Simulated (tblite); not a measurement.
A tight-binding relaxation on `C=C/C(C)=[C]\OC` [radical].

Computed with GFN2-xTB geometry optimisation, gas phase (tblite 0.8.0). Start geometry: from a force field or distance geometry. The command runs a driver script over a list of jobs; the input below is this job's line of settings and its coordinates in Å.

Command:
```bash
OMP_NUM_THREADS=1 python probes_run.py task.json out
```

Input:
```
{"job": {"kind": "relax", "xc": "GFN2-xTB", "basis": "xTB"}, "charge": 0, "multiplicity": 2}
C     -1.042800    -1.369700     2.068200
C     -0.541200    -1.142600     0.842700
C     -0.521600     0.113400     0.137800
C     -1.173100     1.337800     0.735700
C      0.039900     0.155700    -1.031000
O      0.611700     0.198100    -2.241100
C      2.032300     0.180800    -2.114100
H     -0.995900    -2.352600     2.516000
H     -1.526100    -0.594600     2.657200
H     -0.079100    -1.991900     0.341900
H     -1.101200     2.196800     0.077900
H     -2.240100     1.151300     0.936900
H     -0.688300     1.598600     1.697200
H      2.391200     1.049800    -1.553800
H      2.462900     0.222400    -3.111600
H      2.364000    -0.744500    -1.612200
```

Output:
```
step      E/eV     max force
  0    -580.56462    1.872
  1    -580.61422    1.116
  2    -580.63016    0.515
  3    -580.63761    0.313
  4    -580.64745    0.253
  5    -580.65507    0.331
  6    -580.66376    0.319
  7    -580.67443    0.356
  8    -580.68862    0.339
  9    -580.70247    0.357
... (121 lines left out)
131    -581.06944    0.039
132    -581.06961    0.041
133    -581.06977    0.045
134    -581.06995    0.039
135    -581.07014    0.043
136    -581.07031    0.028
137    -581.07046    0.025
138    -581.07055    0.016
139    -581.07059    0.013
140    -581.07063    0.009
```

«max force» is the largest atomic force in eV/Å.

Problem. From which step on does the largest force stay under 0.1 eV/Å, and how much energy is left to gain from there?

Solution. From step 107 (0.074 eV/Å), 9.1 meV above the end.

Summary of the converged run: energy lowered by 11.7 kcal/mol over 140 steps; largest atomic force 0.009 eV/Å at the end.

Problem. Give the final coordinates.

Solution. 0.779 Å rms from the input after alignment:
```
atom  x, y, z in Å
C1    -0.7457   -1.4243    1.6462
C2    -0.3013   -0.9133    0.4993
C3    -0.5220    0.4526    0.0429
C4    -1.3610    1.3620    0.9012
C5    -0.1657    0.8567   -1.1776
O6     0.6911    0.5406   -2.1039
C7     1.9410   -0.0799   -1.7769
H8    -0.5482   -2.4500    1.9089
H9    -1.3039   -0.8484    2.3625
H10    0.2446   -1.5535   -0.1817
H11   -1.4840    2.3253    0.4151
H12   -2.3445    0.9280    1.0764
H13   -0.8775    1.5144    1.8653
H14    2.6950    0.3565   -2.4315
H15    1.8738   -1.1533   -1.9666
H16    2.2006    0.0957   -0.7318
```

On Intel Xeon at 2.50 GHz, one thread, no GPU, shared host, this took 2.1 s wall.
Labels such as C1 count atoms from 1, the log's own numbers from 0.
